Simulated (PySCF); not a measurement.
The potential of point charges around `C=C(C=O)[Si@@H]([SiH2]C)[SiH2]P`

Species: `C=C(C=O)[Si@@H]([SiH2]C)[SiH2]P`. Coordinates (GFN2-xTB, Å) and charges (e) from the PBE0/pcSseg-1 density (PySCF):

| atom | x | y | z | Mulliken | IAO | Hirshfeld | ESP-fitted |
| --- | --- | --- | --- | --- | --- | --- | --- |
| C1 | 0.814 | 2.613 | 1.225 | -0.0245 | -0.2345 | -0.0434 | -0.3506 |
| C2 | 0.469 | 1.696 | 0.321 | -0.5910 | -0.2824 | -0.1016 | -0.1170 |
| C3 | 0.397 | 2.036 | -1.089 | +0.3446 | +0.2511 | +0.1177 | +0.2885 |
| O4 | 0.113 | 1.213 | -1.934 | -0.3896 | -0.4119 | -0.1850 | -0.4000 |
| Si5 | 0.080 | -0.148 | 0.586 | +0.2139 | +0.2907 | +0.1606 | +0.1296 |
| Si6 | -2.209 | -0.436 | 0.259 | +0.4185 | +0.4907 | +0.2487 | +0.4797 |
| C7 | -2.629 | -2.251 | 0.637 | -0.6237 | -0.7039 | -0.2123 | -0.6353 |
| Si8 | 1.546 | -1.289 | -0.832 | +0.1861 | +0.2973 | +0.1805 | +0.3580 |
| P9 | 2.880 | 0.234 | -1.805 | -0.2433 | -0.0995 | -0.0334 | -0.3721 |
| H10 | 0.888 | 2.369 | 2.272 | +0.1311 | +0.1655 | +0.0604 | +0.2025 |
| H11 | 1.034 | 3.635 | 0.953 | +0.1257 | +0.1553 | +0.0579 | +0.1714 |
| H12 | 0.616 | 3.083 | -1.369 | +0.0756 | +0.1123 | +0.0463 | +0.0797 |
| H13 | 0.452 | -0.351 | 2.007 | -0.0308 | -0.0982 | -0.0812 | -0.0874 |
| H14 | -3.032 | 0.403 | 1.150 | -0.0625 | -0.1094 | -0.0813 | -0.1344 |
| H15 | -2.666 | -0.133 | -1.102 | -0.0429 | -0.0995 | -0.0761 | -0.1031 |
| H16 | -2.342 | -2.520 | 1.649 | +0.1392 | +0.1534 | +0.0402 | +0.1464 |
| H17 | -3.692 | -2.443 | 0.537 | +0.1453 | +0.1584 | +0.0441 | +0.1704 |
| H18 | -2.108 | -2.922 | -0.039 | +0.1425 | +0.1543 | +0.0407 | +0.1486 |
| H19 | 2.451 | -2.228 | -0.147 | -0.0330 | -0.0993 | -0.0810 | -0.1001 |
| H20 | 0.853 | -2.096 | -1.846 | -0.0288 | -0.0965 | -0.0774 | -0.1183 |
| H21 | 3.833 | -0.672 | -2.232 | +0.0624 | -0.0075 | -0.0138 | +0.1165 |
| H22 | 2.242 | 0.226 | -3.023 | +0.0850 | +0.0137 | -0.0103 | +0.1271 |

Points outside the species (Å): A (5.3, 1.3, -3.9); B (1.0, 5.9, -1.0); C (-4.4, 2.8, -0.4); D (-0.5, -2.2, -4.5); E (-3.1, 3.4, -3.6).

Task: Find the potential V = 14.3996 V·Å × Σ q/r of each set of charges at these points.

Result: In volts:

```
point  nearest atom  distance (Å)  Mulliken     IAO  Hirshfeld  ESP-fitted
    A           H21          2.97    -0.246  -0.203     -0.105      -0.173
    B           H12          2.87    +0.191  +0.376     +0.268      +0.313
    C           H14          3.17    +0.023  +0.015     +0.007      -0.034
    D           H20          2.98    -0.182  -0.305     -0.206      -0.243
    E            O4          4.23    -0.166  -0.143     -0.046      -0.133
```

Task: How far are the other sets from the ESP-fitted one at these points?

Result: Root-mean-square difference: IAO 0.048 V, Hirshfeld 0.059 V, Mulliken 0.075 V. The ESP scheme is a least-squares fit of atom-centred charges to the potential on four shells outside the van der Waals surface, with the total charge fixed.

Task: What energy would a point charge of +3 e have at B in the field of the ESP charges, leaving out polarisation?

Result: +0.939 eV = +90.6 kJ/mol, a repulsion.

One conformer (not necessarily the lowest) at the GFN2-xTB geometry, without solvent, vibrations or thermal averaging.
